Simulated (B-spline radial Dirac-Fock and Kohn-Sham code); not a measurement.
Model: relaxed Dirac-Fock hole states (ΔSCF) with Breit and QED corrections and a finite nucleus. Program: an atomic code on a B-spline grid. Free neutral atoms up to Cf, the lines Kα1, Kβ1, Lα1, Lβ1, Lβ2, Lγ1, Lℓ and Mα1 where both subshells are closed (so no Lα of most 3d metals and no Mα of most lanthanides); Na, Y were not searched.

Q: W Mα1 is computed at 1777.9 eV. Which of the searched lines of other elements lie within 51 eV and could overlap it in an energy-dispersive spectrum?

A: Zr Lℓ at 1789.9 eV (+12); Rb Lβ1 at 1754.1 eV (-24); Sr Lα1 at 1808.2 eV (+30); Si Kα1 at 1740.8 eV (-37).
